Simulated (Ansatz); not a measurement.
Born–Oppenheimer molecular dynamics of H5InO3 (9 atoms, charge 0, multiplicity 1). It starts at the highest image of a converged band. Of that band: Beside the main top the profile has a ripple of under 15 meV (maxima at images 1, 4), which may be a very shallow well or noise. Neighbouring images differ by up to 2.2 eV, so the band resolves the path poorly. A vibrational analysis at the climbing image gives one clearly imaginary mode, 1711i cm⁻¹: a first-order saddle point.

These are results of RHF/def2-SVP (Ansatz), not measurements.

```
ensemble                      : NVE (velocity Verlet)
time step                     : 0.5 fs
steps asked                   : 200
starting velocities drawn for : 100 K
seed                          : 10482
```

First frame:

```xyz
9
Properties=species:S:1:pos:R:3
In -0.188 0.079 0.098
O -0.350 0.278 2.186
H 0.178 -0.102 2.874
O 1.593 -0.618 -0.404
H 1.816 -0.784 -1.305
O -1.869 -0.172 -0.902
H -1.896 -0.746 -1.650
H -0.085 1.989 0.844
H -0.155 1.446 1.656
```

(1) What does the run give?

(2) What happens to the structure?

(3) How do temperature and energy run in time?

Answers

(1) The run went to its last step.

```
steps done                                               : 200
time covered                                             : 100 fs
mean temperature over the second half                    : 1446 K
spread of the potential energy over the second half      : 23.3 meV per atom
mean potential energy of the second half above the start : -135.5 meV per atom
```

The conserved energy stayed within 0.74 meV per atom of its start (net change 0.12 meV per atom), so the integration is sound. The kinetic energy rose, since the run started high on the potential surface and went downhill. It ends in pieces (H2O + H3InO2), so much of that is their flight and rotation, not heat. A run of 0.1 ps of so small a system gives no equilibrium averages. The orbitals stay closed-shell, which can raise the energy where a bond breaks towards radicals; this wasn't checked here.

(2) Between its relaxed ends the band would form In1–H8, O2–H9 and break H8–H9. These pairs go: In1–H8 2.05 → 1.83 Å, O2–H9 1.30 → 1.01 Å, H8–H9 0.98 → 5.26 Å. In the last frame they stand as after the step (other bonds may differ from the relaxed reactants and products). Also parted: In1–O2 2.10 → 3.41 Å, In1–H9 2.07 → 3.89 Å. It ends as H2O + H3InO2. Pairs count as bonded within 1.25 times the sum of covalent radii (0.12 Å more for H–H). This is one draw of velocities; another would differ in detail.

(3) 
| time (fs) | T (K) | potential energy less start (eV) | conserved less start (meV/atom) |
| --- | --- | --- | --- |
| 0.0 | 100 | 0.000 | 0.00 |
| 5.0 | 75 | 0.022 | 0.02 |
| 10.0 | 268 | -0.151 | 0.12 |
| 15.0 | 943 | -0.767 | -0.45 |
| 20.0 | 1183 | -0.983 | -0.38 |
| 25.0 | 1272 | -1.062 | -0.22 |
| 30.0 | 987 | -0.801 | 0.24 |
| 35.0 | 1099 | -0.903 | 0.09 |
| 40.0 | 1300 | -1.091 | -0.58 |
| 45.0 | 1604 | -1.367 | -0.67 |
| 50.0 | 1469 | -1.238 | 0.03 |
| 55.0 | 1659 | -1.408 | 0.21 |
| 60.0 | 1568 | -1.329 | -0.04 |
| 65.0 | 1477 | -1.249 | -0.36 |
| 70.0 | 1531 | -1.298 | -0.37 |
| 75.0 | 1438 | -1.210 | 0.12 |
| 80.0 | 1674 | -1.427 | -0.28 |
| 85.0 | 1406 | -1.184 | -0.27 |
| 90.0 | 1431 | -1.208 | -0.41 |
| 95.0 | 1064 | -0.873 | -0.09 |
| 100.0 | 794 | -0.627 | 0.12 |

Run time: 8 min on 1 thread of Arm Neoverse V1, on a shared host, peak memory 0.18 GiB.
